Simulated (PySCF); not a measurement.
# Assignment exercise: C7H6FO2P

Structure with atom numbers: `[CH3:1][O:2][C:3](=[O:4])[c:5]1[cH:6][cH:7][cH:8][c:9]([F:10])[p:11]1`. Hydrogens are named by the atom that carries them.

Calculated, not measured (PySCF): GFN2-xTB structure, NMR shieldings at PBE0/pcSseg-1/GIAO. Relativity neglected, no solvent, one conformer, equivalent nuclei averaged.

Chemical shifts δ = σref − σ; 13C (σref 186.93), 1H (σref 31.72) vs TMS, all at this level.

**Question.** Assign these signals to the numbered atoms. 13C{1H} NMR (computed): δ 213.1 (C), 172.3 (C), 167.5 (C), 138.3 (CH), 137.4 (CH), 130.0 (CH), 53.7 (CH3).

**Answer.** 
| δ (ppm) | atoms | environment | reason |
| --- | --- | --- | --- |
| 213.1 | C9 | aromatic carbon bearing fluorine | σ withdrawal by the attached heteroatom moves it downfield of the ring CH carbons |
| 172.3 | C3 | ester carbonyl carbon | it is a carbonyl in resonance with an O or N lone pair, the region of acids, esters and amides |
| 167.5 | C5 | substituted aromatic carbon | – |
| 138.3 | C6 | aromatic CH | the aromatic region |
| 137.4 | C7 | aromatic CH | – |
| 130.0 | C8 | aromatic CH | – |
| 53.7 | C1 | methyl carbon bonded to O | deshielded by the electronegative neighbour |

C6 and C7 lie closer than the usual error of such a calculation, so a measured spectrum could show them in the other order.

**Question.** Assign these signals to the numbered atoms. 1H NMR (600 MHz, computed): δ 8.76 (m, 1H), 7.94 (m, 1H), 7.83 (m, 1H), 4.15 (s, 3H).

**Answer.** 
| δ (ppm) | atoms | environment | reason |
| --- | --- | --- | --- |
| 8.76 | H(C6) | hydrogen on an aromatic CH | ring current plus the deshielding of an ortho carbonyl group |
| 7.94 | H(C7) | hydrogen on an aromatic CH | – |
| 7.83 | H(C8) | hydrogen on an aromatic CH | – |
| 4.15 | H(C1) | hydrogen on a methyl carbon bonded to O | its carbon carries O, which withdraws density |

H(C7) and H(C8) lie closer than the usual error of such a calculation, so a measured spectrum could show them in the other order.

Splittings by 19F and 31P in the carbon and heteronuclear signals aren't shown, as no couplings were computed. Shifts are as computed. Against solution values, carbons near 30 ppm lie about +3 ppm off and those near 130 ppm about +5 ppm. Of 1211 compounds with measured shifts, 218 miss one by over three times the rms of a fit or turn the order of signals round; such compounds aren't used in these exercises. No couplings were computed; multiplicities are counted from neighbouring protons, with m where these are inequivalent, close in shift, in a saturated or five-membered ring or joined by F or P, and br s for small geminal =CH2 splittings.
